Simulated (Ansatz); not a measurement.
Cost and result for the atomization energy of C₂H₆O₂SSi, SMILES `O=COC[SiH2]S` (12 atoms, 11 bonds).

```xyz
12

O    -2.2939    0.6962   -0.8296
C    -2.2986    0.2212    0.2676
O    -1.3548   -0.5635    0.7855
C    -0.2324   -0.8511   -0.0664
Si    1.1515    0.4155    0.1772
S     2.5461    0.0537   -1.4056
H    -3.0944    0.3618    1.0126
H    -0.5542   -0.8708   -1.1104
H     0.1100   -1.8476    0.2151
H     1.8291    0.2053    1.4815
H     0.5765    1.7822    0.1427
H     3.6153    0.3972   -0.6701
```

Charge 0, multiplicity 1. All single points use the PBE0-D4/def2-TZVP geometry. It is one conformer, not always the lowest. Program: Ansatz. All runs use 2 threads of an AMD EPYC 7R13 on a shared host and a share of an NVIDIA H100 80 GB. Times are those of one run each, without the atoms' runs, and a repeat can differ threefold. Electronic energies, without spin–orbit coupling; frozen cores. CCSD(T)/CBS adds CCSD(T) − MP2 in def2-TZVPP to the MP2 limit, and its time is that of the two runs behind it. T1 = 0.015. B3LYP takes the VWN-RPA correlation (the form of Gaussian; ORCA's B3LYP/G).

CCSD(T)/CBS is a level of theory with its own doubt, some kJ/mol a heavy atom from the limit and from the frozen cores, so smaller differences don't rank the functionals.

```json
{"level": "ωB97X-V/def2-TZVPP", "functions": "292", "wall time": "2.6 s", "atomization (kJ/mol)": "4519.9", "difference from CCSD(T)/CBS": "25.2", "per bond": "2.3"}
{"level": "PBE0-D4/def2-TZVPP", "functions": "292", "wall time": "2.7 s", "atomization (kJ/mol)": "4499.1", "difference from CCSD(T)/CBS": "4.4", "per bond": "0.4"}
{"level": "B3LYP-D4/def2-TZVPP (with forces)", "functions": "292", "wall time": "2.9 s", "atomization (kJ/mol)": "4484.5", "difference from CCSD(T)/CBS": "-10.2", "per bond": "-0.9"}
{"level": "PBE-D4/def2-TZVPP (with forces)", "functions": "292", "wall time": "3.2 s", "atomization (kJ/mol)": "4614.3", "difference from CCSD(T)/CBS": "119.6", "per bond": "10.9"}
{"level": "r2SCAN-D4/def2-TZVPP (with forces)", "functions": "292", "wall time": "3.6 s", "atomization (kJ/mol)": "4519.0", "difference from CCSD(T)/CBS": "24.3", "per bond": "2.2"}
{"level": "B2PLYP/def2-TZVPP", "functions": "292", "wall time": "4.1 s", "atomization (kJ/mol)": "4437.3", "difference from CCSD(T)/CBS": "-57.4", "per bond": "-5.2"}
{"level": "MP2/def2-QZVPP", "functions": "548", "wall time": "5.5 s", "atomization (kJ/mol)": "4538.9", "difference from CCSD(T)/CBS": "44.2", "per bond": "4.0"}
{"level": "ωB97M-V/def2-TZVPP (with forces)", "functions": "292", "wall time": "6.5 s", "atomization (kJ/mol)": "4516.3", "difference from CCSD(T)/CBS": "21.6", "per bond": "2.0"}
{"level": "CCSD(T)/def2-TZVPP", "functions": "292", "wall time": "7.5 s", "atomization (kJ/mol)": "4364.2", "difference from CCSD(T)/CBS": "-130.5", "per bond": "-11.9"}
{"level": "CCSD(T)/CBS(def2)", "functions": "–", "wall time": "13 s", "atomization (kJ/mol)": "4494.7", "difference from CCSD(T)/CBS": "0.0", "per bond": "0.0"}
```

The D4 term adds +44.7 kJ/mol with B3LYP and +23.7 kJ/mol with PBE0; it sums over pairs of atoms, weighted by their polarisabilities, and B3LYP, whose exchange is more repulsive, gets the larger term. From PBE to PBE0 (25 % exact exchange), in def2-TZVPP and without D4, the atomization energy moves by −111.1 kJ/mol: exact exchange takes away binding that semilocal exchange gives to molecules. In def2-TZVPP, CCSD(T) changes the Hartree–Fock value by +1218.4 kJ/mol (the triples alone add +84.2 kJ/mol) and MP2 by +1316.0 kJ/mol; breaking electron pairs costs correlation energy, which Hartree–Fock lacks.
